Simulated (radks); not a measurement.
Initial-state core-level shifts of the zinc ion Zn2+ when its valence configuration changes from [Ar] 3d10. All-electron calculation, scalar-relativistic Kohn-Sham, r2SCAN, spin-unpolarised, spherical densities, finite nucleus; meta-GGA in the generalised Kohn-Sham scheme; Fermi nuclear charge, rms radius 3.9283 fm. Program: a radial shooting solver on a logarithmic mesh with Libxc functionals. Shifts are changes of the shell-averaged eigenvalues in eV (positive: less bound); the change of the density at the nucleus, which sets a Mossbauer isomer shift, is in e/bohr^3, on a base of 2.53e+04.

| valence | 1s | 2s | 2p | 3s | density at nucleus |
|---|---|---|---|---|---|
| 3d9 4s1 | -8.670 | -9.556 | -9.492 | -8.318 | +18.646 |
| 3d9.5 4p0.5 | -5.050 | -5.421 | -5.392 | -4.916 | +1.457 |
| 3d8 4p2 | -21.624 | -23.409 | -23.286 | -20.473 | +7.455 |
| 3d8 4s2 | -18.418 | -20.356 | -20.226 | -17.325 | +41.926 |
| 3d8.5 4s1.5 | -13.407 | -14.797 | -14.701 | -12.740 | +29.614 |
| 3d8 4s1.5 4p0.5 | -19.231 | -21.132 | -21.003 | -18.124 | +33.272 |
| 3d7 4s2 4p1 | -30.787 | -33.879 | -33.687 | -28.436 | +51.441 |
| 3d8 4s1 4p1 | -20.039 | -21.902 | -21.775 | -18.917 | +24.719 |
| 3d7 4s1 4p2 | -32.314 | -35.346 | -35.156 | -29.924 | +32.233 |
